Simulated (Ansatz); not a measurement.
Ideal-gas functions of `[NH3+][Ga-]([F])([F])[F]` at 600 K and 1 bar, from an Ansatz frequency run at PBE0-D4/def2-TZVP.

Molar mass 143.75 g/mol, point group C3v (symmetry number 3), electronic degeneracy 1, moments of inertia 166.048, 166.049, 173.042 u Å². Harmonic wavenumbers (cm⁻¹, unscaled): 89, 117, 117, 183, 183, 219, 418, 635, 657, 657, 706, 706, 1241, 1652, 1652, 3486, 3606, 3606.

Use S(trans) = R[1.5 ln M + 2.5 ln T − 1.1517]; rotational temperatures θ = 24.2544 K / I; S(rot) = R[ln(√π/σ · √(T³/θAθBθC)) + 1.5]; for each mode x = 1.438777 ν̃/T, S = R[x/(eˣ − 1) − ln(1 − e⁻ˣ)] and H = RT x/(eˣ − 1); 1 cm⁻¹ = 0.0119627 kJ/mol; R = 8.31446 J/(mol·K).

Q: By hand: the entropy, in J/(mol·K).

A: Translation 185.4. Rotation: θ = 0.1461, 0.1461, 0.1402 K, giving 112.0. Vibration, mode by mode: 21.17, 18.91, 18.91, 15.23, 15.23, 13.76, 8.63, 5.58, 5.34, 5.34, 4.86, 4.86, 1.77, 0.80, 0.80, 0.02, 0.01, 0.01, in all 141.3. Electronic 0.0. Sum 438.7 J/(mol·K).

Q: By hand: H − E and G − E in kJ/mol, counted from the electronic energy.

A: Zero-point energy ½ × 19930 × 0.0119627 = 119.2; thermal vibration 39.4; translation, rotation and pV give 4 RT = 20.0. H − E = 178.6 kJ/mol, and G − E = 178.6 − 600 × 438.7/1000 = -84.6 kJ/mol.

Vibration gives 32 % of the entropy, 59.0 J/(mol·K) of it from the modes under 150 cm⁻¹: soft modes count most, and the harmonic formula is weakest for them. The sum counts one conformer and one mirror image; others add a mixing term.
